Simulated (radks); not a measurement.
Q: These are the eigenvalues of the occupied orbitals of an atom or ion with whole-number occupations (eV). Method: scalar-relativistic Kohn-Sham, BLYP, spin-unpolarised, spherical densities, finite nucleus; Fermi nuclear charge, rms radius of each element as measured or else 0.836 A^(1/3) + 0.57 fm; computed with a radial shooting solver on a logarithmic mesh with Libxc functionals.

orbital  eigenvalue
1s        -13332.34
2s        -1744.613
2p        -1540.372
3s        -248.9125
3p        -184.4496
3d         -77.7815
4s         -30.2777
4p         -17.3177

Which element is it, and in what charge state? The configuration may be excited.

A: Z = 35, bromine, charge +1: Br+ in [Ar] 3d10 4s2 4p4. The list shows which subshells hold electrons but not how many an open one holds; the 1s level, -489.95 hartree, gives Z - s = 31.3 by -(Z - s)^2/2, which with screening and relativity narrows Z to a few neighbours, and the depths of the outer levels then fix element, charge and occupations together.
